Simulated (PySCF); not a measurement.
Si(AsH2)(F)2(H) (AsF2H3Si), SMILES F[SiH](F)[AsH2].

Coordinates come from a B3LYP-D3(BJ)/def2-SVP optimisation.

Level of theory: TDA-PBE/def2-SVPD in PySCF.

Vertical excitations. Isolated molecule, no solvent. State labels are in the subgroup Cs.

Computed excitation energies, oscillator strengths and character:
```json
[
 {"state": "S1", "symmetry": "A\"", "energy (eV)": "6.09", "λ (nm)": "203", "f": "0.002", "main pairs": "HOMO→LUMO+1 96 %"},
 {"state": "S2", "symmetry": "A'", "energy (eV)": "6.32", "λ (nm)": "196", "f": "0.015", "main pairs": "HOMO→LUMO 54 %, HOMO→LUMO+2 44 %"},
 {"state": "S3", "symmetry": "A\"", "energy (eV)": "6.74", "λ (nm)": "184", "f": "0.012", "main pairs": "HOMO→LUMO+3 85 %"},
 {"state": "S4", "symmetry": "A'", "energy (eV)": "6.95", "λ (nm)": "178", "f": "0.358", "main pairs": "HOMO→LUMO+2 48 %, HOMO→LUMO 32 %"},
 {"state": "S5", "symmetry": "A'", "energy (eV)": "6.97", "λ (nm)": "178", "f": "0.016", "main pairs": "HOMO→LUMO+4 91 %"},
 {"state": "S6", "symmetry": "A'", "energy (eV)": "7.47", "λ (nm)": "166", "f": "0.068", "main pairs": "HOMO−1→LUMO 80 %"},
 {"state": "S7", "symmetry": "A\"", "energy (eV)": "7.62", "λ (nm)": "163", "f": "0.008", "main pairs": "HOMO−1→LUMO+1 54 %, HOMO−1→LUMO+3 36 %"},
 {"state": "S8", "symmetry": "A'", "energy (eV)": "7.90", "λ (nm)": "157", "f": "0.147", "main pairs": "HOMO−1→LUMO+2 81 %"},
 {"state": "S9", "symmetry": "A\"", "energy (eV)": "8.01", "λ (nm)": "155", "f": "0.030", "main pairs": "HOMO−1→LUMO+3 56 %, HOMO−2→LUMO 20 %, HOMO−1→LUMO+1 16 %"},
 {"state": "S10", "symmetry": "A'", "energy (eV)": "8.25", "λ (nm)": "150", "f": "0.009", "main pairs": "HOMO→LUMO+5 95 %"},
 {"state": "T1", "symmetry": "A'", "energy (eV)": "5.37", "λ (nm)": "231", "f": "0", "main pairs": "HOMO→LUMO 94 %"},
 {"state": "T2", "symmetry": "A\"", "energy (eV)": "5.59", "λ (nm)": "222", "f": "0", "main pairs": "HOMO→LUMO+1 94 %"},
 {"state": "T3", "symmetry": "A\"", "energy (eV)": "6.12", "λ (nm)": "203", "f": "0", "main pairs": "HOMO→LUMO+3 89 %"},
 {"state": "T4", "symmetry": "A'", "energy (eV)": "6.13", "λ (nm)": "202", "f": "0", "main pairs": "HOMO→LUMO+2 93 %"}
]
```
Triplets are in the Tamm–Dancoff approximation.
